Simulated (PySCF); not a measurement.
F4S, charge +1, doublet, geometry from GFN2-xTB (a state made from the parent by changing its charge; the spin is typed, not shown lowest). Base run: M062X/cc-pVDZ in PySCF.

The PySCF input:
```python
from pyscf import gto, scf, dft, solvent

mol = gto.Mole()
mol.atom = '''
    F    -0.163976    1.404868   -0.234670
    S    -0.170596   -0.136410    0.169863
    F    -1.305346   -0.571063   -0.972058
    F     0.701655    0.088347    1.573154
    F     1.070949   -0.679645   -0.668404
'''
mol.basis = 'cc-pvdz'
mol.charge = 1
mol.spin = 1
mol.verbose = 4
mol.build()

mf = dft.UKS(mol)
mf.xc = 'm062x'
mf.kernel()
mf.analyze()
```

The base run was repeated with changes; each row names its change, and settings that it needs were set with it.

| change | ΔE vs base (kJ/mol) |
|---|---|
| base | 0.00 |
| model = SS(V)PE; solvent = toluene | -162.5 |
| model = IEF-PCM; solvent = n-hexane | -133.5 |
| model = IEF-PCM; solvent = dimethylsulfoxide | -287.1 |
| model = IEF-PCM; solvent = toluene; vdw_scale = 1.1 | -184.1 |
| model = IEF-PCM; solvent = toluene; lebedev_order = 41 | -165.4 |
| model = IEF-PCM; solvent = toluene; r_probe = 0.5 | -131.4 |
| model = COSMO; solvent = toluene | -139.8 |
| model = IEF-PCM; solvent = toluene; vdw_scale = 1.0 | -211.6 |
| model = ddCOSMO; solvent = toluene | -164.3 |
| model = IEF-PCM; solvent = toluene; vdw_scale = 1.4 | -141.4 |
| model = C-PCM; solvent = toluene | -169.4 |

The base is the gas phase, so ΔE is the electrostatic part of solvation at a fixed geometry, without cavity and dispersion terms.

Open shells are given as the SCF converged; they aren't shown to be the lowest states, and a large step between rows can be another state.
